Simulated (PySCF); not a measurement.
Compound: BrH₇P₂Si₂.
Bonds: P1–Si2, Si2–P3, P3–Si4, Si4–Br5. Hydrogens: H6, H7 on P1; H8, H9 on Si2; H10 on P3; H11, H12 on Si4.

Computed by this run: PBE0-D3(BJ)/def2-SVP geometry optimisation, gas phase in PySCF 2.14.0; density fitting, grid level 1; the optimiser is geomeTRIC in internal coordinates, started from a GFN2-xTB structure with every atom displaced at random (about 0.01 Å).

Step 0: E = -104453.9326 eV
```
atom  x, y, z in Å  |  force x, y, z in eV/Å
P1      0.2074    1.3875    1.2740   -0.275   0.181  -1.148
Si2     1.0974   -0.5738    1.8118    0.891   0.451   0.310
P3      2.8052   -1.0907    0.4496    1.150  -0.760   1.229
Si4     4.1875    0.6765    0.6826   -1.210  -0.191   0.660
Br5     4.7913    0.7215    2.7939    0.234  -0.049   0.701
H6     -0.8190    1.3272    2.2135   -0.672  -0.095   0.517
H7      1.0046    2.1612    2.1089    0.654   0.412   0.462
H8      0.1201   -1.6089    1.5712   -0.726  -0.673  -0.116
H9      1.6230   -0.6510    3.2005   -0.013  -0.078   0.113
H10     2.2538   -0.6262   -0.6982   -0.844   0.579  -1.569
H11     3.5603    1.9928    0.4802   -0.127   0.320  -0.335
H12     5.3782    0.4781   -0.0823    0.938  -0.096  -0.824
```

Step 1: E = -104454.1640 eV
```
atom  x, y, z in Å  |  force x, y, z in eV/Å
P1      0.2546    1.4306    1.2421    0.049   0.132   0.193
Si2     1.1490   -0.5803    1.7942   -0.209  -0.225   0.037
P3      2.8712   -1.1788    0.4406   -0.202   0.222  -0.194
Si4     4.1037    0.6826    0.7572    0.281  -0.049  -0.132
Br5     4.7671    0.7271    2.8983   -0.099  -0.011  -0.198
H6     -0.7767    1.3731    2.2417    0.139  -0.033  -0.085
H7      1.1504    2.1862    2.0747   -0.102  -0.106  -0.105
H8      0.0807   -1.6126    1.5771    0.050   0.104  -0.020
H9      1.6137   -0.7025    3.2087    0.038   0.050  -0.035
H10     2.2464   -0.6830   -0.7743    0.191  -0.104   0.359
H11     3.4284    1.9781    0.4532   -0.072  -0.023   0.065
H12     5.3214    0.5737   -0.1074   -0.064   0.041   0.116
```

Q: Estimate the geometry and energy of step 2. (The exact step hangs on the optimiser's Hessian estimate; all steps are aligned on step 1, rigid shifts and turns removed.)

A: E = -104454.1843 eV, largest force 0.091 eV/Å
```
atom  x, y, z in Å  |  force x, y, z in eV/Å
P1      0.2912    1.4396    1.2504    0.012   0.035   0.021
Si2     1.1364   -0.5930    1.7916   -0.049  -0.070   0.023
P3      2.8726   -1.1855    0.4540   -0.031   0.072  -0.045
Si4     4.0964    0.6848    0.7402    0.064  -0.012  -0.064
Br5     4.7156    0.7612    2.8815   -0.004  -0.002   0.011
H6     -0.7314    1.3782    2.2484    0.009  -0.002   0.007
H7      1.1968    2.1597    2.0896    0.002  -0.017  -0.006
H8      0.0568   -1.6012    1.5558    0.009   0.029  -0.031
H9      1.5974   -0.7191    3.2054    0.013   0.018  -0.004
H10     2.2627   -0.6918   -0.7489    0.025  -0.043   0.062
H11     3.3875    1.9617    0.4342   -0.035  -0.016   0.004
H12     5.3280    0.5995   -0.0963   -0.014   0.005   0.022
```

The energy changes by -0.0203 eV. The first-order estimate −F·Δx gives -0.0320 eV and the mean of the old and new forces, exact on a quadratic surface, -0.0196 eV. The step makes an angle of 73° with the force vector and moves no atom by more than 0.064 Å.

The cost below is that of the whole optimisation. Hardware: one thread, Arm Neoverse V2 (aarch64), shared host with 96 logical CPUs at a one-minute load of 32. Cost: 1.8 min of wall time, 0.60 GiB resident at most.
